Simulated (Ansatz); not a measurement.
Z-matrix (Å, degrees):
```
C
Sn 1 2.154
H 1 1.090 2 110.5
H 1 1.091 2 110.1 3 120.2
H 1 1.091 2 109.6 3 -120.0
C 2 2.155 1 107.2 3 177.2
Al 2 2.665 1 113.8 3 -56.7
H 2 1.725 1 106.5 3 63.6
H 6 1.090 2 110.5 1 -177.6
H 6 1.091 2 109.5 1 -57.6
H 6 1.091 2 110.2 1 62.1
H 7 1.592 2 120.9 1 -160.5
H 7 1.592 2 121.4 1 19.9
```

Total charge 0; spin multiplicity 1. Sn takes the def2 core potential.

Q: List the r2SCAN/def2-TZVPP orbital energies in eV (Ansatz 0.2.0). (An estimate is asked.)

A: Ansatz gave: Occupied: -1517.27, -272.73, -272.70, -136.32, -110.76, -91.14, -91.12, -91.10, -71.13, -70.87, -70.84, -25.58, -25.56, -25.50, -25.44, -25.44, -17.87, -17.45, -12.05, -10.32, -10.15, -9.92, -9.92, -9.90, -7.63, -7.36, -6.93, -6.16. Lowest empty: -2.55, -0.36, -0.06, 0.71, 1.22, 1.50, 1.98, 2.13.
